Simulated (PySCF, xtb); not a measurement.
C3H2F3, SMILES C=C(F)[C](F)F, multiplicity 2. One conformer was computed; it need not be the lowest.

Harmonic wavenumbers (cm⁻¹) from xtb with GFN2-xTB at its own minimum, in rising order: 132, 180, 271, 339, 455, 483, 507, 567, 746, 771, 914, 1127, 1240, 1322, 1466, 1521, 3152, 3202.

### Question
What does PBE-D3(BJ)/def2-SVP in PySCF give at its own minimum? (An estimate is asked for; the answer gives what the named calculation found.)

### Answer
128, 210, 221, 364, 460, 496, 545, 562, 660, 769, 905, 1164, 1313, 1344, 1475, 1553, 3124, 3241. Paired by order, the mean absolute difference is 28 cm⁻¹ and the zero-point energies are 26.3 and 26.5 kcal/mol.
